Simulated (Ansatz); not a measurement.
AlH4 (SMILES [AlH4-]), charge -1, multiplicity 1, relaxed at each level with Ansatz (a quantum-chemistry and plane-wave program); harmonic frequencies from differences of analytic forces, average atomic masses, frozen cores.

```csv
level,harmonic frequencies (cm⁻¹),ZPE (eV),cost over HF/def2-TZVPP (rough)
HF/def2-TZVPP,807 807 842 842 842 1665 1665 1665 1781,0.677,×1
r2SCAN/def2-TZVPP,761 761 770 770 770 1648 1648 1648 1722,0.651,×2
wB97X-V/def2-TZVPP,769 769 788 788 788 1657 1657 1657 1743,0.658,×3
MP2/cc-pV(T+d)Z,780 780 804 804 804 1684 1684 1684 1771,0.669,×2
CCSD(T)/cc-pV(D+d)Z,772 772 796 796 796 1675 1675 1675 1745,0.663,×1
CCSD(T)/cc-pV(T+d)Z,766 766 788 788 788 1655 1655 1655 1737,0.657,×10
```
